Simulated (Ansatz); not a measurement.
Reaction (ligand exchange at the Si–C bond): `C[SiH2]C(F)F` + `[NH2][SnH3]` → `C[SiH2][NH][SnH3]` + difluoromethane

Program: Ansatz. Geometries: PBE0-D4/def2-TZVP. ΔE: electronic, gas phase. CCSD(T)/CBS is the MP2 limit (def2-TZVPP, def2-QZVPP) plus CCSD(T) − MP2 in def2-TZVPP, frozen cores. This one scheme is used for every species. DFT in def2-TZVPP. def2 core potentials past Kr. For Sn outer-core shells are correlated without core-valence functions, which leaves a few kJ/mol of doubt a bond. Each species was taken in one conformer, which may not be the lowest.

CCSD(T)/CBS gives -0.98 eV.

Q: Another level gave -0.87 eV. Which?
A. HF/def2-TZVPP
B. PBE/def2-TZVPP
C. CCSD(T)/def2-TZVPP
D. r2SCAN/def2-TZVPP

A: D. r2SCAN -0.87, PBE -0.75, HF/def2-TZVPP -1.07, CCSD(T)/def2-TZVPP -0.99 eV.

Largest T1 diagnostic among the species: 0.013.

The D4 term adds −0.08 eV with B3LYP and −0.05 eV with PBE0; it sums over pairs of atoms, weighted by their polarisabilities, and B3LYP, whose exchange is more repulsive, gets the larger term. From PBE to PBE0 (25 % exact exchange), in def2-TZVPP and without D4, ΔE moves by −0.11 eV.

B3LYP here is the variant with VWN-RPA as its local correlation; programs differ in this.
